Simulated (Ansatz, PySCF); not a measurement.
System: TeCl$_{2}$, charge 0, multiplicity 1. 
Coordinates optimised at B3LYP-D3(BJ)/def2-TZVP (Ansatz, a program for electronic structure):
```xyz
3

Te     0.0013    -0.0066     0.6001
Cl     1.1468     1.3851    -0.9052
Cl    -1.1508    -1.3649    -0.9305
```

Dipole moments at this geometry, in debye (magnitudes).

```tsv
level	program	dipole (D)
SVWN5/def2-TZVPD	Ansatz	1.81
PBE/def2-TZVPD	Ansatz	1.84
revPBE/def2-TZVPD	Ansatz	1.84
BP86/def2-TZVPD	PySCF	1.82
TPSS/def2-TZVPD	PySCF	1.85
B97M-V/def2-TZVPD	Ansatz	2.02
B3LYP/def2-TZVPD	Ansatz	2.00
PW6B95/def2-TZVPD	PySCF	2.04
M06-2X/def2-TZVPD	PySCF	2.15
MN15/def2-TZVPD	PySCF	2.20
HSE06/def2-TZVPD	Ansatz	1.96
wB97M-V/def2-TZVPD	Ansatz	2.06
CCSD(T)/def2-SVPD	Ansatz	2.03
```
